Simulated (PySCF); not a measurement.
# Antimony: highly charged ions in a basis for the neutral atom

Sb²¹⁺ [Ar] 3d10 4s2, Sb²²⁺ [Ar] 3d10 4s1. Computed with PySCF 2.14 in def2-SVP with the def2 core potential (28 electrons), with a scalar-relativistic core potential. No spin-orbit coupling, so a gap to NIST mixes the basis error with missing relativistic terms.

Changed run: basis of the neutral atom used for a highly charged ion. This setting is unsound on purpose.

```json
{"species": "Sb²¹⁺", "method": "UHF", "sound run (hartree)": "not run", "changed run (hartree)": "-48.85036", "converged": "yes"}
{"species": "Sb²¹⁺", "method": "LDA", "sound run (hartree)": "not run", "changed run (hartree)": "-48.86732", "converged": "yes"}
{"species": "Sb²¹⁺", "method": "BP86", "sound run (hartree)": "not run", "changed run (hartree)": "-49.00114", "converged": "yes"}
{"species": "Sb²²⁺", "method": "UHF", "sound run (hartree)": "not run", "changed run (hartree)": "-25.00743", "converged": "yes"}
{"species": "Sb²²⁺", "method": "LDA", "sound run (hartree)": "not run", "changed run (hartree)": "-24.98346", "converged": "yes"}
{"species": "Sb²²⁺", "method": "BP86", "sound run (hartree)": "not run", "changed run (hartree)": "-25.05727", "converged": "yes"}
```

Ionisation energy of Sb²¹⁺:

```tsv
method	changed run (eV)	NIST (eV)
UHF	648.80	657 ± 4
LDA	649.91	657 ± 4
BP86	651.55	657 ± 4
```

The contracted functions were made for the neutral atom and can be too rigid for a highly charged ion.
